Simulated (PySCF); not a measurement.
Match the calculated data to a structure.

All candidates are C6H5FO2.

- 13C NMR: chemical shifts (computed TMS as zero) by class: 172.8 (1 C), 164.3 (1 C), 155.0 (1 C), 149.0 (1 C), 138.3 (1 C), 14.8 (1 C) ppm [GIAO PBE0/pcSseg-1]
- 1H NMR: chemical shifts (computed TMS as zero) by class: 8.13 (1 H), 7.70 (1 H), 2.07 (3 H) ppm [GIAO PBE0/pcSseg-1]
- UV, first state: lowest singlet excitation: 4.13 eV (300 nm, f = 0.000) [TDDFT PBE0/def2-SVPD]
- Triplet: lowest triplet excitation (Tamm–Dancoff): 3.56 eV [TDA PBE0/def2-SVPD]
- UV, strongest line: among the 6 lowest singlet transitions: S5 at 6.06 eV (204 nm, f = 0.160) [TDDFT PBE0/def2-SVPD]
- Dipole: 4.59 D [PBE0/def2-SVPD]
- Polarisability: 75.9 au [PBE0/def2-SVPD]
- NMR, other nuclei: isotropic shieldings of nuclei other than C and H, by class: -180 (1 O), 121 (1 O), 339 (1 F) ppm [GIAO PBE0/pcSseg-1]
- Rotational structure: rotational constants A, B, C: 2.391, 1.758, 1.019 GHz [GFN2-xTB]

The electronic properties come from PySCF, for the isolated species, density fitting. Levels stand in brackets. Geometry: GFN2-xTB; no solvent, vibrations or thermal averaging. Each NMR value is the plain mean over a class of atoms that symmetry, rotation or inversion makes alike.

**Question.** Which candidate is it?
A. `Cc1cocc(F)c1=O`
B. `Cc1coc(C(=O)F)c1`
C. `Cc1ccoc1C(=O)F`
D. `C=CC1=COC=C(F)O1`

**Answer.** A. It is `Cc1cocc(F)c1=O`. Numbering: `[CH3:1][c:2]1[cH:3][o:4][cH:5][c:6]([F:7])[c:8]1=[O:9]`. Its formula, C6H5FO2, gives 4 degrees of unsaturation: 1 ring and 3 π bonds in the structure found (Kekulé form). 6 carbons fall into 6 classes; from least to most shielded: ring carbonyl carbon [C8] (172.8 ppm), unsaturated ring carbon [C6] (164.3 ppm), unsaturated ring CH carbon [C3] (155.0 ppm), unsaturated ring CH carbon [C5] (149.0 ppm), unsaturated ring carbon [C2] (138.3 ppm), carbon bonded to C and 3 H [C1] (14.8 ppm). Hydrogen classes from least to most shielded: 1 H on an unsaturated ring CH carbon, C5 (8.13 ppm), 1 H on an unsaturated ring CH carbon, C3 (7.70 ppm), 3 H on a carbon bonded to C and 3 H, C1 (2.07 ppm, a mean of values up to 0.8 ppm apart in this geometry). The other shieldings belong to: -180 ppm, carbonyl oxygen [O9]; 121 ppm, ring oxygen [O4]; 339 ppm, fluorine bonded to C [F7]. S1 is mainly HOMO−1→LUMO (weight 0.98); the largest Löwdin shares of the orbital it empties are 0.66 on the carbonyl oxygen, 0.12 on the ring carbonyl carbon, 0.08 on an unsaturated ring carbon and 0.07 on an unsaturated ring carbon, of the orbital it fills 0.21 on the carbonyl oxygen, 0.19 on the ring carbonyl carbon, 0.16 on an unsaturated ring CH carbon and 0.13 on the ring oxygen. The optimised geometry has point group Cs and is an asymmetric top.

The others, at the same levels:
- `Cc1ccoc1C(=O)F` fails: its computed 13C shifts are 157.6 (1 C), 153.2 (1 C), 150.1 (1 C), 141.5 (1 C), 122.3 (1 C), 14.1 (1 C) ppm, 1H shifts are 7.62 (1 H), 6.73 (1 H), 2.74 (3 H) ppm and rotational constant A is 2.653 GHz (against 2.391 GHz).
- `C=CC1=COC=C(F)O1` fails: its computed 13C shifts are 167.2 (1 C), 144.0 (1 C), 135.8 (1 C), 131.7 (1 C), 120.1 (1 C), 112.9 (1 C) ppm, 1H shifts are 5.94 (1 H), 5.93 (1 H), 5.74 (1 H), 5.66 (1 H), 5.42 (1 H) ppm and rotational constant A is 2.764 GHz (against 2.391 GHz).
- `Cc1coc(C(=O)F)c1` fails: its computed 13C shifts are 155.6 (1 C), 154.1 (1 C), 145.2 (1 C), 134.9 (1 C), 130.7 (1 C), 11.4 (1 C) ppm, 1H shifts are 7.71 (1 H), 7.52 (1 H), 2.38 (3 H) ppm and rotational constant A is 4.240 GHz (against 2.391 GHz).

Each candidate is one conformer, not necessarily the lowest. Dipoles, sizes and rotational constants follow the conformer. The torsions of the flexible species, by atom-mapped SMILES:
- `[CH3:1][c:2]1[cH:3][cH:4][o:5][c:6]1[C:7](=[O:8])[F:9]`: O5–C6–C7–O8 180°
- `[CH2:1]=[CH:2][C:3]1=[CH:4][O:5][CH:6]=[C:7]([F:8])[O:9]1`: C1–C2–C3–C4 180°
- `[CH3:1][c:2]1[cH:3][o:4][c:5]([C:6](=[O:7])[F:8])[cH:9]1`: O4–C5–C6–O7 0°
